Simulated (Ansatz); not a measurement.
Two isomers of C2H7NSSi: A = `C/N=C\[SiH2]S`, B = `[SiH3]C1NCS1`.

Program: Ansatz. Geometries: PBE0-D4/def2-TZVP. ΔE: electronic, gas phase. CCSD(T)/CBS is the MP2 limit (def2-TZVPP, def2-QZVPP) plus CCSD(T) − MP2 in def2-TZVPP, frozen cores. Functionals use def2-TZVPP. B3LYP here is the variant with VWN-RPA as its local correlation; programs differ in this. One conformer a species, not always the lowest.

Task: Which isomer does CCSD(T)/CBS put lower? Give the gap. (An estimate is asked.)

Result: The calculation gave: A, by 28.7 kcal/mol.

Task: Give E(B) − E(A) in kcal/mol with B2PLYP, ωB97M-V, B3LYP, CCSD(T)/def2-TZVPP, PBE-D4, MP2/def2-TZVPP, B3LYP-D4. (Estimate.)

Result: The calculation gave: B2PLYP 31.2, ωB97M-V 28.2, B3LYP 32.8, CCSD(T)/def2-TZVPP 29.2, PBE-D4 29.1, MP2/def2-TZVPP 27.6, B3LYP-D4 31.8. None reverses the order clearly.

Largest T1 diagnostic: 0.012.

From PBE to PBE0 (25 % exact exchange), in def2-TZVPP and without D4, E(B) − E(A) moves by −1.9 kcal/mol. The D4 term adds −0.9 kcal/mol with B3LYP and −0.4 kcal/mol with PBE0; it sums over pairs of atoms, weighted by their polarisabilities, and B3LYP, whose exchange is more repulsive, gets the larger term.
